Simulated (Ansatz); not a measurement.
Calculated with Ansatz (gas phase, PBE0-D4/def2-TZVP geometries, no zero-point term in ΔE). CBS: MP2 limit from def2 TZ/QZ plus the TZ coupled-cluster correction, frozen cores. Functionals use def2-TZVPP. HSE06 is defined as in plane-wave codes. For Zn outer-core shells are correlated without core-valence functions, which leaves a few kJ/mol of doubt a bond. Scalar relativity is left out up to krypton. One conformer a species, not always the lowest.

Reaction (redistribution): `C[SiH2][NH][ZnH]` + `CBO` → `C[SiH2]BO` + `C[NH][ZnH]`

**Question.** Is it downhill or uphill in electronic energy at CCSD(T)/CBS, and by how much? (An estimate is asked.)

**Answer.** Ansatz gave: Uphill: ΔE = +2.03 eV.

**Question.** What do these levels give: PBE-D4, revPBE-D4, PBE0-D4, HSE06, HF/def2-TZVPP, HF/def2-QZVPP? (An estimate is asked.)

**Answer.** Ansatz gave: PBE-D4 1.82, revPBE-D4 1.82, PBE0-D4 1.92, HSE06 1.90, HF/def2-TZVPP 2.09, HF/def2-QZVPP 2.10 eV.

Largest T1 diagnostic among the species: 0.015.

Leaving LDA and LC-ωPBE aside and taking each functional with its dispersion term where it has one, the values, not all of them listed here, spread over 0.25 eV, from revPBE-D4 to BHLYP-D4. LDA lies +0.08 eV from PBE without D4. From PBE to PBE0 (25 % exact exchange), in def2-TZVPP and without D4, ΔE moves by +0.10 eV. At CCSD(T), def2-SVP lies −0.12 eV from the extrapolated value and def2-TZVPP −0.02 eV.
